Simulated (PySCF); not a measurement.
A GIAO shielding run with PySCF 2.14 (density fitting, non-relativistic, gas phase) on SMILES CC#CC1=C(O[SiH2]O)[C@H]1F, C₆H₇FO₂Si:

```
$ OMP_NUM_THREADS=1 python probes_run.py task.json out

{"job": {"kind": "nmr", "xc": "PBE0", "basis": "pcSseg-1"}, "charge": 0, "multiplicity": 1}
C      4.222008     0.910709    -0.291932
C      2.880683     0.423767    -0.082152
C      1.752302     0.038551     0.097867
C      0.477274    -0.453101     0.287295
C     -0.818992    -0.312357     0.485151
O     -1.872657     0.441770     0.654927
Si    -3.475536     0.032291     0.602577
O     -4.216258     1.411861     0.988229
C     -0.352734    -1.701081     0.352222
F     -0.633927    -2.380628    -0.831984
H      4.589422     0.576853    -1.262466
H      4.884008     0.527292     0.484772
H      4.236004     2.000193    -0.263264
H     -3.789781    -0.923005     1.652825
H     -3.791024    -0.406143    -0.749909
H     -3.790413     2.258202     0.874251
H     -0.307375    -2.433141     1.151353
```

Hardware: 1 thread of an Arm Neoverse N1, shared host. The job also computes population analyses, field gradients, ring-centre shieldings.

**Question.** How large is the calculation?

**Answer.** 82 electrons, 212 basis functions and 1120 auxiliary functions.

**Question.** How long does it take, and how much memory does it need?

**Answer.** 69 s of wall time, with 14 SCF cycles and 5 response iterations; peak memory 0.93 GiB. Times on a shared host scatter by some tens of per cent.
